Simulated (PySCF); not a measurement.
Rotational lines of CaGa⁺

Lines J+1 ← J of the vibrational ground state, computed from RHF-CCSD(T) constants of CaGa⁺, ¹Σ⁺ (singlet), closed shell (Ca pcseg-1, Ga pcseg-1; no relativity (PySCF 2.14); masses 39.9626 and 68.9256 u), in MHz:

```
J  ν (MHz)
0   3175.0
1   6350.0
2   9525.0
3  12699.9
4  15874.6
```

Task: Find B0 and the effective bond length r0; with αe = 0.000236 cm⁻¹, find Re.

Result: ν = 2B0(J+1) − 4D(J+1)³ gives B0 = 0.052954 cm⁻¹. With the reduced mass μred = 25.296 u, r0 = √(16.8576/(μred·B0)) (u, cm⁻¹, Å) = 3.5475 Å. Be = B0 + αe/2 = 0.053072 cm⁻¹ gives Re = 3.544 Å.

Correlated steps freeze 14 core orbitals. Correlated levels converge slowly with the basis: in double zeta they bind strong bonds too weakly, by up to about 1 eV, and carry superposition errors of some tenths. For an ion De counts to the pair picked by the measured ionisation energies or electron affinities, which need not be the lowest pair at this level.
